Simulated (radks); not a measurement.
The numbers below are computed, except where a source is named.
Removal energies from neutral platinum, [Xe] 4f14 5d9 6s1, by Delta-SCF beside the eigenvalue of the level emptied. Level of theory: scalar-relativistic Kohn-Sham, PBE, spin-polarised, spherical densities, finite nucleus; Fermi nuclear charge, rms radius of each element as measured or else 0.836 A^(1/3) + 0.57 fm (a radial shooting solver on a logarithmic mesh with Libxc functionals). Open shells are filled with parallel spins first.

\begin{tabular}{lrrr}
removed from & final configuration & Delta-SCF (eV) & -eigenvalue (eV) \\ \hline
6s & [Xe] 4f14 5d9 & 9.508 & 6.082 \\
5d & [Xe] 4f14 5d8 6s1 & 10.438 & 5.622 \\
5p & [Kr] 4d10 4f14 5s2 5p5 5d9 6s1 & 61.522 & 55.666 \\
4f & [Xe] 4f13 5d9 6s1 & 80.719 & 69.964 \\
\end{tabular}
